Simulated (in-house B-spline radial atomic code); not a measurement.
Removing one electron from Ba III (Ba2+)

Closed shell [Kr] 4d10 5s2 5p6. Computed with a B-spline radial code for spherical atoms: Koopmans values of Dirac-Hartree-Fock plus a diagonal self-energy, in second order or with its direct term screened (direct RPA, with the hole-particle interaction, or full time-dependent Hartree-Fock), linearised in energy; no-pair Dirac-Coulomb Hamiltonian, finite nucleus. Shifts add to the Koopmans value (the ΔSCF shift is orbital relaxation alone); the final value takes TDHF screening with Breit and QED.

Command:
```bash
python run_mb.py task.json out
```
Settings (nuclear radius in fm, box in bohr, cutoff in hartree):
```
basis_form          2
Z                   56
core_configuration  [Kr] 4d10 5s2 5p6
rms_radius          4.8378
mass_number         138
speed_of_light      137.036
box_radius          16.642
lmax                7
intervals           64
virtual_cutoff      12544.0
```

Time taken, with all properties: 54 s on 1 thread of Intel(R) Xeon(R) 6975P-C, on a shared host.

Energies in eV:

```json
{"subshell": "5p3/2", "Koopmans": "35.46", "ΔSCF shift": "-0.607", "second order": "?", "direct RPA": "?", "hole-particle": "?", "TDHF": "?", "Breit + QED": "?", "final": "?"}
{"subshell": "5p1/2", "Koopmans": "37.76", "ΔSCF shift": "-0.679", "second order": "0.556", "direct RPA": "0.585", "hole-particle": "0.369", "TDHF": "0.401", "Breit + QED": "-0.035", "final": "38.13"}
```

(1) What does the self-energy do to 5p3/2?

Answers

(1) It shifts the removal energy by 0.643 eV in second order, 0.589 with direct RPA, 0.437 with the hole-particle term and 0.479 with TDHF screening (quasi-particle weight 0.953); Breit and QED add -0.009 eV. The final value is 35.93 eV, against 35.844 ± 0.0025 eV (NIST, measured).
